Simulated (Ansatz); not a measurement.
`BCC(B)C` and `BC(C)C` differ in one atom or group.

Ansatz, PBE0-D4/def2-TZVP geometries, multiplicity 1. Each molecule was computed in one conformer, which needn't be the lowest.

| property | `BCC(B)C` |
| --- | --- |
| HOMO energy (B3LYP/def2-TZVPP) / eV | -7.93 |
| LUMO energy (B3LYP/def2-TZVPP) / eV | -0.52 |
| size of the dipole moment (PBE/def2-TZVPP) / D | 1.18 |
| HOMO–LUMO gap (PBE/def2-TZVPP) / eV | 5.70 |
| HOMO–LUMO gap (PBE0/def2-TZVPP) / eV | 7.83 |
| HOMO energy (PBE0/def2-TZVPP) / eV | -8.15 |

(1) What does the change do to each property? (Estimate.)

Answers

(1) Ansatz gave: 
```tsv
property	`BC(C)C`	shift
HOMO energy (B3LYP/def2-TZVPP) / eV	-8.17	-0.24
LUMO energy (B3LYP/def2-TZVPP) / eV	-1.44	-0.92
size of the dipole moment (PBE/def2-TZVPP) / D	0.75	-0.43
HOMO–LUMO gap (PBE/def2-TZVPP) / eV	4.80	-0.90
HOMO–LUMO gap (PBE0/def2-TZVPP) / eV	7.15	-0.68
HOMO energy (PBE0/def2-TZVPP) / eV	-8.34	-0.19
```

With PBE0 the HOMO falls by 0.19 eV and the LUMO falls by 0.87 eV, so the gap narrows by about 0.68 eV. PBE moves the HOMO by -0.01 eV and ωB97M-V by -0.28 eV. Dipoles are sizes alone; their direction can turn.

B3LYP here is the variant with VWN-RPA as its local correlation; programs differ in this.
